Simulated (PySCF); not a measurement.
**Rb: excitation energy**

Rb [Kr] 5s1 (2S) → Rb [Kr] 5p1 (2P), as a difference of total energies. Computed with PySCF 2.14 in x2c-TZVPPall with one added diffuse shell each of s, p, d, f type (9s7p7d3f1g, 95 functions), with scalar relativity by spin-free X2C-1e. Correlated levels: valence and next inner shell: [Ar] 3d10 frozen. The calculations carry no spin-orbit coupling.

| method | excitation energy (eV) |
| --- | --- |
| UHF | 1.342 |
| MP2 (valence and next inner shell) | 1.541 |
| SCS-MP2 (valence and next inner shell) | 1.502 |
| CCSD (valence and next inner shell) | 1.531 |
| CCSD(T) (valence and next inner shell) | 1.547 |

Q: How much does correlation contribute at CCSD(T) (valence and next inner shell)?

A: 1.547 − (1.342) = 0.205 eV, measured against UHF.

Errors of the correlated levels include the incompleteness of this basis and the frozen core.

For comparison: 1.579 eV (measured; NIST levels, between the centres of gravity of the two terms).
